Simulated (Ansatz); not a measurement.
One change: `O=CN[SiH2]O` becomes `N[SiH2]N[SiH2]O`.

Ansatz, PBE0-D4/def2-TZVP geometries, multiplicity 1. Each molecule was computed in one conformer, which needn't be the lowest.

```
                                          property  `O=CN[SiH2]O`
             HOMO energy (ωB97M-V/def2-TZVPP) / eV         -10.45
                HOMO energy (PBE0/def2-TZVPP) / eV          -8.02
           HOMO–LUMO gap (ωB97M-V/def2-TZVPP) / eV          12.22
               HOMO energy (B3LYP/def2-TZVPP) / eV          -7.77
size of the dipole moment (ωB97M-V/def2-TZVPP) / D           3.02
             LUMO energy (ωB97M-V/def2-TZVPP) / eV           1.77
```

**Question.** What does the change do to each property? (Best estimate.)

**Answer.** Ansatz gave: 
| property | `N[SiH2]N[SiH2]O` | shift |
| --- | --- | --- |
| HOMO energy (ωB97M-V/def2-TZVPP) / eV | -9.79 | 0.66 |
| HOMO energy (PBE0/def2-TZVPP) / eV | -7.45 | 0.57 |
| HOMO–LUMO gap (ωB97M-V/def2-TZVPP) / eV | 11.66 | -0.56 |
| HOMO energy (B3LYP/def2-TZVPP) / eV | -7.21 | 0.56 |
| size of the dipole moment (ωB97M-V/def2-TZVPP) / D | 2.59 | -0.43 |
| LUMO energy (ωB97M-V/def2-TZVPP) / eV | 1.86 | 0.09 |

With PBE0 the HOMO rises by 0.57 eV and the LUMO rises by 0.73 eV, so the gap widens by about 0.16 eV. PBE moves the HOMO by 0.33 eV and ωB97M-V by 0.66 eV. Dipoles are sizes alone; their direction can turn.

B3LYP here is the variant with VWN-RPA as its local correlation; programs differ in this.
